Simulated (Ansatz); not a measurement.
Computed with Ansatz on PBE0-D4/def2-TZVP structures; ΔE is electronic, products minus reactants. CCSD(T)/CBS adds triple-zeta CCSD(T) − MP2 to the extrapolated MP2 energy (def2 sets, frozen cores). Functionals use def2-TZVPP. B3LYP here is the variant with VWN-RPA as its local correlation; programs differ in this. For Ge outer-core shells are correlated without core-valence functions, which leaves a few kJ/mol of doubt a bond. Scalar relativity is left out up to krypton. Each species was taken in one conformer, which may not be the lowest.

`[Cl][GeH]([Cl])[GeH3]` + `OCS` → `OC[S][GeH3]` + `[Cl][GeH2][Cl]`  (cleavage of the Ge–Ge bond)

```
             level  ΔE (kJ/mol)  difference from CCSD(T)/CBS
            PBE-D4        -10.4                          2.5
         r2SCAN-D4        -15.1                         -2.2
            B2PLYP        -12.9                          0.0
               PBE        -10.1                          2.8
              PBE0        -11.8                          1.1
             B3LYP         -9.7                          3.2
     HF/def2-TZVPP        -19.2                         -6.3
    MP2/def2-TZVPP        -16.3                         -3.4
CCSD(T)/def2-TZVPP        -13.6                         -0.7
      HF/CBS(def2)        -18.9                         -6.0
       CCSD(T)/CBS        -12.9                            0
```

Largest T1 diagnostic among the species: 0.012.
